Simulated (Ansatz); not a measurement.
Calculated with Ansatz (gas phase, PBE0-D4/def2-TZVP geometries, no zero-point term in ΔE). CCSD(T)/CBS is the MP2 limit (def2-TZVPP, def2-QZVPP) plus CCSD(T) − MP2 in def2-TZVPP, frozen cores. Functionals use def2-TZVPP. For Ga outer-core shells are correlated without core-valence functions, which leaves a few kJ/mol of doubt a bond. Scalar relativity is left out up to krypton. Each species was taken in one conformer, which may not be the lowest.

Reaction (formal exchange of groups at a Ga–N bond): `C[N](C)[Ga]([Cl])[Cl]` + `CCCC(C)=O` → `[CH3][Ga]([Cl])[Cl]` + `CCCC(=O)N(C)C`

```json
{"level": "r2SCAN-D4", "ΔE (kJ/mol)": "-36.1"}
{"level": "PBE", "ΔE (kJ/mol)": "-40.2"}
{"level": "CCSD(T)/def2-TZVPP", "ΔE (kJ/mol)": "-17.9"}
{"level": "MP2/CBS(def2)", "ΔE (kJ/mol)": "-21.1"}
```

**Question.** What does CCSD(T)/CBS give? (Estimate.)

**Answer.** The calculation gave: -19.7 kJ/mol. The listed levels differ from it by -16.4, -20.5, 1.8, -1.4 kJ/mol.

Largest T1 diagnostic among the species: 0.012.

The D4 term adds +5.1 kJ/mol with B3LYP and +2.7 kJ/mol with PBE0; it sums over pairs of atoms, weighted by their polarisabilities, and B3LYP, whose exchange is more repulsive, gets the larger term.

B3LYP here is the variant with VWN-RPA as its local correlation; programs differ in this.
